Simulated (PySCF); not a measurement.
C₂H₆N₂OSi, SMILES C[Si@@H](N)N=C=O.

Coordinates come from a B3LYP-D3(BJ)/def2-SVP optimisation. The structure was generated by enumeration; whether it is a known compound was not checked. The values are those of a single conformer.

Calculation: TDDFT-LC-ωPBE/def2-SVPD (PySCF 2.14.0).

Vertical excitations. Gas-phase values at a fixed geometry.

Computed lowest excited states:
```tsv
state	energy (eV)	λ (nm)	f	main pairs
S1	7.27	171	0.004	HOMO−1→LUMO+4 18 %, HOMO−1→LUMO+1 17 %, HOMO−1→LUMO+5 13 %, HOMO→LUMO+4 7 %
S2	7.39	168	0.050	HOMO→LUMO 42 %, HOMO→LUMO+1 22 %, HOMO−1→LUMO+5 7 %
S3	7.56	164	0.002	HOMO→LUMO+4 14 %, HOMO−2→LUMO+4 14 %, HOMO→LUMO+5 8 %, HOMO→LUMO+2 7 %
S4	7.62	163	0.025	HOMO−2→LUMO+1 15 %, HOMO−1→LUMO+4 11 %, HOMO→LUMO 10 %, HOMO→LUMO+4 8 %
S5	8.09	153	0.003	HOMO−1→LUMO 54 %, HOMO−1→LUMO+2 22 %, HOMO−1→LUMO+1 9 %
S6	8.22	151	0.008	HOMO−2→LUMO 33 %, HOMO→LUMO+2 15 %, HOMO→LUMO+1 13 %, HOMO→LUMO 12 %
S7	8.86	140	0.015	HOMO→LUMO+2 21 %, HOMO→LUMO+1 14 %, HOMO→LUMO+3 7 %, HOMO−2→LUMO+2 6 %
S8	8.93	139	0.013	HOMO→LUMO+3 32 %, HOMO→LUMO+7 16 %, HOMO→LUMO+1 10 %, HOMO→LUMO+2 6 %
S9	9.18	135	0.423	HOMO−1→LUMO+2 39 %, HOMO−1→LUMO 10 %, HOMO−1→LUMO+1 8 %, HOMO−3→LUMO 8 %
S10	9.29	134	0.039	HOMO−1→LUMO+1 30 %, HOMO−3→LUMO 11 %, HOMO−3→LUMO+1 10 %, HOMO−1→LUMO 9 %
T1	6.56	189	0	HOMO−1→LUMO+4 14 %, HOMO→LUMO+1 11 %, HOMO−2→LUMO+5 8 %, HOMO−2→LUMO+4 8 %
T2	6.84	181	0	HOMO−1→LUMO+4 22 %, HOMO→LUMO 15 %, HOMO→LUMO+1 15 %, HOMO−1→LUMO+2 6 %
T3	6.88	180	0	HOMO−1→LUMO+5 19 %, HOMO−1→LUMO+1 17 %, HOMO−1→LUMO+4 9 %, HOMO−2→LUMO+4 8 %
T4	7.04	176	0	HOMO→LUMO 28 %, HOMO−2→LUMO+1 16 %, HOMO→LUMO+5 9 %, HOMO−2→LUMO 9 %
```
Triplets are in the Tamm–Dancoff approximation, which puts them higher than full response would, so one can lie above its singlet here.
